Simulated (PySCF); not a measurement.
**Two-photon absorption: ethyl phenyl sulfide (SMILES CCSc1ccccc1)**

Geometry:
```tsv
atom	x (Å)	y (Å)	z (Å)
C1	3.794	0.183	0.016
C2	2.350	-0.240	0.212
S3	1.263	1.095	-0.351
C4	-0.355	0.487	-0.014
C5	-1.422	1.352	-0.304
C6	-2.734	0.955	-0.076
C7	-3.010	-0.310	0.446
C8	-1.955	-1.170	0.735
C9	-0.634	-0.782	0.508
H10	4.471	-0.613	0.359
H11	4.012	0.382	-1.044
H12	4.023	1.095	0.587
H13	2.130	-1.153	-0.365
H14	2.143	-0.449	1.273
H15	-1.214	2.345	-0.710
H16	-3.550	1.643	-0.308
H17	-4.042	-0.621	0.626
H18	-2.154	-2.164	1.144
H19	0.172	-1.479	0.742
```

Level of theory: TDDFT CAM-B3LYP/aug-cc-pVDZ excited states, vertical, gas phase in PySCF 2.14.0. Geometry: PBE0-D3(BJ)/def2-SVP.

**Question.** How strongly do the lowest singlets absorb one photon, and two photons of half the energy?

**Answer.** δ for parallel linear polarisation; σ at the peak of a Lorentzian of half width 0.1 eV, single beam; Ω is circular over linear.
| state | E (eV) | f | photon λ (nm) | δ (au) | σ (GM) | Ω | main |
| --- | --- | --- | --- | --- | --- | --- | --- |
| S1 | 4.88 | 0.015 | 508 | 22.2 | 0.19 | 1.50 | HOMO→LUMO+3 0.53, HOMO→LUMO+4 0.28 |
| S2 | 5.17 | 0.014 | 480 | 45.5 | 0.45 | 1.28 | HOMO→LUMO 0.53, HOMO→LUMO+8 0.13 |
| S3 | 5.25 | 0.240 | 472 | 290 | 2.93 | 0.80 | HOMO→LUMO+4 0.47, HOMO→LUMO+3 0.33 |
| S4 | 5.43 | 0.005 | 456 | 13.7 | 0.15 | 1.47 | HOMO→LUMO+1 0.36, HOMO→LUMO 0.21 |
| S5 | 5.79 | 0.006 | 428 | 121 | 1.49 | 1.50 | HOMO→LUMO+2 0.61, HOMO→LUMO+1 0.18 |
| S6 | 6.08 | 0.008 | 408 | 51.9 | 0.70 | 1.41 | HOMO→LUMO+1 0.25, HOMO→LUMO+2 0.14 |

Among these, the strongest one-photon state is S3, the strongest two-photon state S3, with a dipole change of 2.8 D (relaxed, norm of the difference vector).
